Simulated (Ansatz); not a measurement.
```yaml
crystal:
  periodic: [false, false, false]
  atoms:
    - {symbol: C, position_ang: [-1.283420, 0.084390, 1.196244]}
    - {symbol: C, position_ang: [-0.384084, -1.012335, 0.635793]}
    - {symbol: Si, position_ang: [1.187539, -0.341551, -0.161441]}
    - {symbol: Ga, position_ang: [0.768415, 1.176024, -1.991663]}
    - {symbol: H, position_ang: [-2.181554, -0.328827, 1.662471]}
    - {symbol: H, position_ang: [-0.764174, 0.677374, 1.954182]}
    - {symbol: H, position_ang: [-1.611184, 0.771690, 0.410841]}
    - {symbol: H, position_ang: [-0.924267, -1.602226, -0.112221]}
    - {symbol: H, position_ang: [-0.096093, -1.712758, 1.426767]}
    - {symbol: H, position_ang: [1.994069, 0.373489, 0.874884]}
    - {symbol: H, position_ang: [2.036207, -1.469227, -0.653669]}
    - {symbol: H, position_ang: [1.950781, 1.899661, -2.739959]}
    - {symbol: H, position_ang: [-0.692244, 1.484297, -2.502238]}
basis:
  gaussian: {orbitals: aug-cc-pVDZ, fitting: {mean_field: cc-pVTZ-jkfit}}
total_charge: -1
magnetization: {spin_polarized: true, initial_magnetization: 1}
hamiltonian: {xc: {name: B2PLYP}}
scf: {lower_state_search: full}
output: {forces: true}
```

```sh
$ ansatz run in.yaml --threads 4 --pin off --events-out ev --progress --plain --max-ram 10444MiB
```

Output, abridged:

```
Functional definition: B2PLYP
756 factors; integrals over basis functions are off by at most 3.1e-1 eV
mean field evaluation 1: about -62451.0605 eV, gradient 2.1e1 eV
mean field evaluation 2: about -62451.0573 eV, gradient 2.1e1 eV
mean field evaluation 4: about -62453.4680 eV, gradient 2.3e0 eV
mean field evaluation 8: about -62453.5053 eV, gradient 6.2e-2 eV
mean field evaluation 16: about -62453.5056 eV, gradient 3.0e-4 eV
mean field -62453.50564100 eV, -2295.1239998002 hartree, gradient 6.5e-6 eV, S^2 0.754058; 6 other end points of the search recorded, 0 dependent functions left out
16 core orbitals not correlated: weight in the atoms' cores, before any rotation towards them, 1.000 or more for the frozen orbitals, at most 0.000 for the correlated occupied ones
reference -62453.50587524 eV, -2295.1240084083 hartree; 18, 17 occupied and 156, 157 virtual orbitals, 756 factors
second order -17.83953665 eV of doubles, -0.00000000 eV of singles
Total energy: -62458.32255013 eV, -2295.3010179458 hartree
Atom 0 at    -1.283420     0.084390     1.196244 Å, force    -0.146251     0.043348    -0.016477 eV/Å
Atom 1 at    -0.384084    -1.012335     0.635793 Å, force    -0.013120    -0.266138     0.228232 eV/Å
Atom 2 at     1.187539    -0.341551    -0.161441 Å, force     0.240888     0.856478    -1.103737 eV/Å
Atom 3 at     0.768415     1.176024    -1.991663 Å, force    -0.124829    -0.016786    -0.004382 eV/Å
Atom 4 at    -2.181554    -0.328827     1.662471 Å, force    -0.276024    -0.131459     0.174452 eV/Å
Atom 5 at    -0.764174     0.677374     1.954182 Å, force     0.131063     0.142723     0.141503 eV/Å
Atom 6 at    -1.611184     0.771690     0.410841 Å, force     0.026508     0.118305    -0.142479 eV/Å
Atom 7 at    -0.924267    -1.602226    -0.112221 Å, force    -0.112197    -0.078394    -0.182886 eV/Å
Atom 8 at    -0.096093    -1.712758     1.426767 Å, force    -0.040574    -0.192774     0.276722 eV/Å
Atom 9 at     1.994069     0.373489     0.874884 Å, force     0.164866    -0.177730     0.423406 eV/Å
Atom 10 at     2.036207    -1.469227    -0.653669 Å, force     0.155089    -0.369515     0.275334 eV/Å
Atom 11 at     1.950781     1.899661    -2.739959 Å, force     0.170960     0.055065    -0.057063 eV/Å
Atom 12 at    -0.692244     1.484297    -2.502238 Å, force    -0.176379     0.016877    -0.012626 eV/Å
Dipole moment:    -0.350249    -0.599450     0.955033 e Å
```

Run time 16 s (4 threads of an Intel Xeon 6975P-C on a shared host); peak host memory 0.94 GiB.
